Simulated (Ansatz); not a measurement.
Basis-set extrapolation for CH₃FOSi, SMILES `O=C[SiH2]F` (PBE0-D4/def2-TZVP geometry, frozen core, Ansatz). Multiplicity 1, RHF reference.

|  | def2-TZVPP | def2-QZVPP |
| --- | --- | --- |
| HF | -502.992241 | -503.011691 |
| MP2 correlation | -0.753112 | -0.815836 |
| CCSD(T) correlation | -0.803741 | not run |

Energies in hartree. Use E(X) = E(∞) + A·exp(−7.88·√X) for Hartree–Fock and E(X) = E(∞) + B·X^(−2.97) for correlation, with X = 3 and 4, and add CCSD(T) minus MP2 of the smaller set to the MP2 limit.

Q: What is the CCSD(T) energy at the basis-set limit?

A: HF limit: -503.011691 + (-0.019450) × 0.13774 = -503.01437. MP2 limit: -0.815836 + (-0.062724) × 0.74074 = -0.86230. Higher-order term: -0.803741 − (-0.753112) = -0.05063. Total: -503.92730 hartree, 344.8 kJ/mol below CCSD(T)/def2-TZVPP.
